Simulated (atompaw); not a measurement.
**Before and after: PAW (atompaw) potential for Nb**

* Element: Nb
* Generator: atompaw 4.2.0.5
* Type: PAW
* Functional: PBE
* Relativity: non-relativistic
* Frozen core: [Ar] 3d10
* Valence charge: 13
* Reference configuration: 4s2 4p6 4d4.5 5s0.5 5p0
* Partial waves: 4s (bound); 5s (bound); 4p (bound); 5p (bound, empty); 4d (bound); 4d channel at 0.35 Ry; 4f channel at 0.35 Ry; 4f channel at 2.15 Ry
* Local potential: troulliermartins scheme with l = 4 at 0 Ry, radius 1.90 bohr
* Core correction: smooth core density matched at 2.50 bohr
* Augmentation charge: sinc compensation charge, radius 2.00 bohr; PAW radius 2.55 bohr; waves and projectors: bloechl

Change: local potential bessel scheme, radius 1.90 bohr.

Cutoffs: the cutoffs (Ry, on a coarse ladder) from which the occupation-weighted sum of valence levels, in a spherical-Bessel basis at the reference potential, stays within 10 and 1 mRy of its value at 400 Ry; they do not see the model core or the augmentation charge, which bear on the density cutoff.

What does the change do?

The potential gets softer (40 Ry and 60 Ry → 25 Ry and 30 Ry); the range in which the s phases agree widens (upper end 2.6 → at the end of the scan); neither file shows a bound ghost.

```tsv
quantity	base	changed
cutoff, loose	40 Ry	25 Ry
cutoff, tight	60 Ry	30 Ry
loose cutoff by channel (10 mRy a level)	s 21 Ry, p 30 Ry, d 21 Ry	s 15 Ry, p 18 Ry, d 15 Ry
bound ghosts	none	none
s: phases at 2.57 bohr within 0.05 rad from the reference energy up to (Ry; the scan ends near 5)	2.6	to the end of the scan
p: phases at 2.57 bohr within 0.05 rad from the reference energy up to (Ry; the scan ends near 5)	to the end of the scan	to the end of the scan
d: phases at 2.57 bohr within 0.05 rad from the reference energy up to (Ry; the scan ends near 5)	1.6	1.8
f: phases at 2.57 bohr within 0.05 rad from the reference energy up to (Ry; the scan ends near 5)	3.6	3.8
lowest overlap eigenvalue by channel	s 0.35, p 0.69, d 0.02, f 0.11	s 0.49, p 0.69, d 0.03, f 0.11
```

 The cutoffs see the waves, projectors and local potential, not the compensation charge or the core.
